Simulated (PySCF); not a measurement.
## Frontier orbitals and the lowest excitations

Methyl 2-methylbutyrate, C6H12O2.
Z-matrix (Å and degrees, GFN2-xTB geometry), rows numbered from 1:
```
C 
C   1  1.5237
C   2  1.5314  1  111.93
C   3  1.5308  2  111.26  1   174.59
C   3  1.5163  2  109.65  1   -66.13
O   5  1.2024  3  125.37  2   -50.20
O   5  1.3394  3  111.03  2   131.24
C   7  1.4213  5  116.77  3   178.63
H   1  1.0878  2  110.51  3    61.79
H   1  1.0873  2  110.40  3  -178.50
H   1  1.0883  2  110.73  3   -58.40
H   2  1.0915  1  109.56  3  -120.34
H   2  1.0919  1  109.64  3   120.92
H   3  1.0935  2  110.17  1    52.73
H   4  1.0876  3  109.93  2    61.28
H   4  1.0878  3  110.56  2  -178.62
H   4  1.0875  3  110.16  2   -58.59
H   8  1.0918  7  110.17  5   -40.24
H   8  1.0874  7  106.58  5  -160.58
H   8  1.0922  7  110.05  5    79.86
```

Method used: PySCF, TDDFT PBE0/def2-SVPD, vertical, gas phase, core orbitals frozen in the response.

Kohn–Sham orbitals with the atoms that hold most of them (Löwdin shares over 4%, at most four atoms; ? is withheld):

```csv
orbital,ε (eV),atoms
LUMO+2,1.18,"C8 15%, H13 11%, C2 8%, H17 8%"
LUMO+1,0.63,"C8 17%, O7 9%, C1 8%, C4 7%"
LUMO,0.27,?
HOMO,-7.98,?
HOMO-1,-8.82,"O7 43%, O6 29%, C8 9%, C5 7%"
HOMO-2,-9.30,"C2 22%, C3 21%, C1 14%, C4 12%"
HOMO-3,-9.52,"C2 21%, C3 17%, C1 16%, C4 12%"
```

Task: Give the leading atoms of the HOMO.

Result: O6 (bonded to C) 61%; C3 (bonded to 3 C and H) 10%; C5 (bonded to C and 2 O) 10%; O7 (bonded to 2 C) 9%. By element: oxygen 70%, carbon 20% or more.

Task: Give the leading atoms of the LUMO.

Result: C5 (bonded to C and 2 O) 36%; O6 (bonded to C) 27%; O7 (bonded to 2 C) 15%; C4 (bonded to C and 3 H) 5%. By element: oxygen 42%, carbon 41% or more.

Task: How does S1 compare with the orbital gap of 8.25 eV?

Result: S1 is at 5.96 eV (f = 0.0023), 2.29 eV below the gap, made of HOMO→LUMO (97%). Without the coupling terms of the response equations the lowest excitation would equal the gap.

Task: Give energy, strength and leading configuration of S1, S2, S3 and S4, and follow the Löwdin shares of the leading atoms from the occupied to the empty orbital.

Result: 
- S1 (5.96 eV, f 0.0023), HOMO→LUMO (97%): O6 61% → 27%, C3 10% → at most 5%, C5 10% → 36%; low, almost dark, from the terminal oxygen into the C=O bond, the pattern of n→π*
- S2 (7.53 eV, f 0.0075), HOMO→LUMO+1 (96%): O6 61% → at most 8%, C3 10% → at most 8%, C8 at most 10% → 17%, O7 9% → 9%
- S3 (8.07 eV, f 0.067), HOMO-1→LUMO (71%): O7 43% → 15%, O6 29% → 27%, C5 7% → 36%
- S4 (8.22 eV, f 0.026), HOMO-2→LUMO (82%): C2 22% → at most 5%, C3 21% → at most 5%, C5 at most 12% → 36%, O6 at most 12% → 27%

Löwdin shares depend on the basis, the more so with diffuse functions.

One conformer stands for the species.
